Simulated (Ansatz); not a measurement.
Reactions of BH₅OSi, SMILES `B[SiH2]O`.

Calculated with Ansatz (gas phase, PBE0-D4/def2-TZVP geometries, no zero-point term in ΔE). CCSD(T)/CBS is the MP2 limit (def2-TZVPP, def2-QZVPP) plus CCSD(T) − MP2 in def2-TZVPP, frozen cores. This one scheme is used for every species, atoms too. Open shells (•) are unrestricted, without spin–orbit coupling. Spin–orbit coupling would lower the free atoms: a little for B, O, Si. def2 core potentials past Kr. Bonds to Ge, Sn, Te, Zn are less sure, by a few kJ/mol each and by 10 to 20 or more in all where they break to atoms, as the def2 sets lack core-valence functions. Scalar relativity is left out up to krypton. One conformer a species, not always the lowest.

Problem. Order these by ΔE at CCSD(T)/CBS, lowest first. (Estimate.)
A. `B[SiH2]O` + `[ZnH][CH2]C1CO1` → `O[SiH2][BH][ZnH]` + `CC1CO1`
B. `B[SiH2]O` + `N[SiH](O)F` → `O[SiH2]N[SiH](O)F` + BH₃
C. `B[SiH2]O` + `CC[O][Al]([Cl])[Cl]` → `B[O][Al]([Cl])[Cl]` + `CC[SiH2]O`
D. `B[SiH2]O` + `N[CH2][GeH3]` → `O[SiH2][CH2][GeH3]` + `BN`
E. `B[SiH2]O` + H₂Te → `B[TeH]` + `O[SiH3]`
F. `B[SiH2]O` → B• + 5 H• + O• + Si•
G. `B[SiH2]O` + `[SiH3][SnH3]` → `[BH2][SnH2][SiH3]` + `O[SiH3]`
H. `B[SiH2]O` + `[SiH3][SiH3]` → `B[SiH2][SiH2][SiH3]` + H₂O

Solution. D (-277.8 kJ/mol), C (-245.6 kJ/mol), E (-109.2 kJ/mol), B (-98.7 kJ/mol), G (-22.0 kJ/mol), A (-6.5 kJ/mol), H (+59.9 kJ/mol), F (+2617.2 kJ/mol).

Largest T1 diagnostic: 0.015, for `B[TeH]`.
